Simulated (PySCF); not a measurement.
PySCF input:

```python
from pyscf import gto, scf, dft

mol = gto.M(
    atom='''
    Se   -0.00000000   -0.00000000   -0.04214025
    H     0.00000000    0.00000000    1.43276842
    ''',
    basis='def2-tzvpd',
    charge=0,
    spin=1,
    symmetry='C2v',
    verbose=4,
)

mf = dft.UKS(mol, xc='m06l').density_fit(auxbasis='def2-universal-jkfit')
mf.grids.level = 4
mf.conv_tol = 1e-9
mf.max_cycle = 100
mf.max_memory = 1500
mf.kernel()
if not mf.converged:
    mf = mf.newton()
    mf.kernel(mf.make_rdm1())
mf.analyze()
```

**Question.** What final total energy does it print?

**Answer.** -2402.03741 Eh (M06-L/def2-TZVPD).
